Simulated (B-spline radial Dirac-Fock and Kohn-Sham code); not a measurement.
ΔSCF core binding energies without Breit or QED terms, calculated with a radial atomic solver.

A sound run for C⁴⁺, configuration 1s2: The ground state converged in 7 iterations, with total energy -32.37599 Ha, virial ratio 1.99909 and highest orbital energy -392.47 eV. ΔSCF binding energies: K (1s) 391.0 eV. Holes are computed only in closed shells, and unreliable hole states are left out.

A second run, with one unsound setting: The ground state had not converged after 3 iterations, with total energy -32.37590 Ha, virial ratio 2.00176 and highest orbital energy -392.55 eV. ΔSCF binding energies: K (1s) 391.0 eV (not all states converged, so these are not final). Holes are computed only in closed shells, and unreliable hole states are left out.

```
iter   energy (Ha)        error
   1      -32.10045354  6.18e-01
   2      -32.37569031  1.42e-02
   3      -32.37590393  7.44e-03
```

Q: Which fault fits the second run best?
A. spline order too low
B. speed of light below Z
C. mesh too coarse
D. too few iterations

A: D. The input had maxit = 3: maxit ends the run before self-consistency.
